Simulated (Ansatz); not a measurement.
C3H7FOSi: where a starting geometry ends

The starting geometry of this gas-phase singlet was optimised with GFN2-xTB; its bonds are those of `F[C@@H]1CO[SiH2]C1`.

| atom | x (Å) | y (Å) | z (Å) |
| --- | --- | --- | --- |
| C | 0.3715 | 0.5859 | 0.6800 |
| C | -0.9311 | 0.1510 | 1.3650 |
| C | 0.7105 | -0.4505 | -0.3794 |
| F | 1.3706 | 0.7031 | 1.6256 |
| O | -1.7818 | -0.4099 | 0.4040 |
| Si | -1.0281 | -1.0205 | -0.9153 |
| H | 0.2536 | 1.5818 | 0.2376 |
| H | -0.6964 | -0.5931 | 2.1346 |
| H | -1.4454 | 0.9929 | 1.8356 |
| H | -1.5454 | -0.3346 | -2.0928 |
| H | -1.1572 | -2.4726 | -0.9484 |
| H | 1.2644 | -1.2620 | 0.0927 |
| H | 1.3442 | -0.0304 | -1.1550 |

Q: Predict what it relaxes into with B3LYP/def2-SVP.

A: It keeps its bonds, and is `F[C@@H]1CO[SiH2]C1`.

The energy falls by 0.12 eV over 7 steps:

```tsv
step	E − E(last) (eV)
1	0.119
2	0.020
3	0.003
4	0.001
5	0.000
6	0.000
7	0.000
```

Final geometry (Å):

```xyz
13

C     0.3645    0.6025    0.6832
C    -0.9246    0.1526    1.3982
C     0.7124   -0.4522   -0.3706
F     1.3733    0.7711    1.6170
O    -1.8162   -0.3805    0.4307
Si   -1.0189   -1.0050   -0.9222
H     0.1986    1.5826    0.1998
H    -0.6516   -0.6074    2.1563
H    -1.4128    0.9908    1.9207
H    -1.5262   -0.3680   -2.1690
H    -1.1731   -2.4819   -1.0394
H     1.2195   -1.2945    0.1316
H     1.3843   -0.0692   -1.1523
```

The end wasn't checked by frequencies. Run with Ansatz 0.2.0, 23 s on 2 threads of Intel(R) Xeon(R) Processor, with other jobs on the host.
